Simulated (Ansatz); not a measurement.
Basis-set series for FGeI3, SMILES `[F][Ge]([I])([I])[I]`. Total charge 0; spin multiplicity 1. I takes the def2 core potential. The geometry is a stationary point of PBE0-D4/def2-TZVP.

```json
{"functional": "PBE0-D4", "basis": "def2-SVP", "functions": "124", "energy (Eh)": "-3069.46083", "HOMO (eV)": "-7.91", "LUMO (eV)": "-3.12"}
{"functional": "PBE0-D4", "basis": "def2-QZVPP", "functions": "392", "energy (Eh)": "-3069.93431", "HOMO (eV)": "-7.96", "LUMO (eV)": "-3.11"}
{"functional": "ωB97M-V", "basis": "def2-SVP", "functions": "124", "energy (Eh)": "-3069.57654", "HOMO (eV)": "-9.99", "LUMO (eV)": "-1.25"}
{"functional": "ωB97M-V", "basis": "def2-QZVPP", "functions": "392", "energy (Eh)": "-3070.05127", "HOMO (eV)": "-10.06", "LUMO (eV)": "-1.32"}
```

(1) Give the rows for def2-TZVPP. (Best estimate.)

Answers

(1) The calculation gave: 
```
functional       basis  functions  energy (Eh)  HOMO (eV)  LUMO (eV)
   PBE0-D4  def2-TZVPP        229  -3069.88034      -7.95      -3.10
   ωB97M-V  def2-TZVPP        229  -3069.99906     -10.05      -1.29
```

Scalar relativity is left out up to krypton.

Computed with Ansatz.
